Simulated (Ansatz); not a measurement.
`C=C(N)[SiH2][SiH3]` + `[OH][In]([SH])[Cl]` → `[SiH3][O][In]([SH])[Cl]` + `C=C(N)[SiH3]`  (cleavage of the Si–Si bond)

Gas-phase electronic energies from Ansatz, PBE0-D4/def2-TZVP geometries. CCSD(T)/CBS is the MP2 limit (def2-TZVPP, def2-QZVPP) plus CCSD(T) − MP2 in def2-TZVPP, frozen cores. Functionals use def2-TZVPP. Elements past krypton have def2 core potentials. For In outer-core shells are correlated without core-valence functions, which leaves a few kJ/mol of doubt a bond. Each species was taken in one conformer, which may not be the lowest.

(1) Is it downhill or uphill in electronic energy at CCSD(T)/CBS, and by how much? (An estimate is asked.)

(2) What do these levels give: PBE-D4, ωB97X-V, B2PLYP, PBE, PBE0, CCSD/CBS(def2)? (An estimate is asked.)

Largest T1 diagnostic among the species: 0.015.

Answers

(1) Ansatz gave: Downhill: ΔE = -99.1 kJ/mol.

(2) Ansatz gave: PBE-D4 -67.7, ωB97X-V -95.3, B2PLYP -103.0, PBE -69.5, PBE0 -80.1, CCSD/CBS(def2) -103.5 kJ/mol.

In def2-TZVPP, CCSD(T) changes the Hartree–Fock value by +31.6 kJ/mol (the triples alone add +4.4 kJ/mol) and MP2 by +25.1 kJ/mol. From PBE to PBE0 (25 % exact exchange), in def2-TZVPP and without D4, ΔE moves by −10.5 kJ/mol.
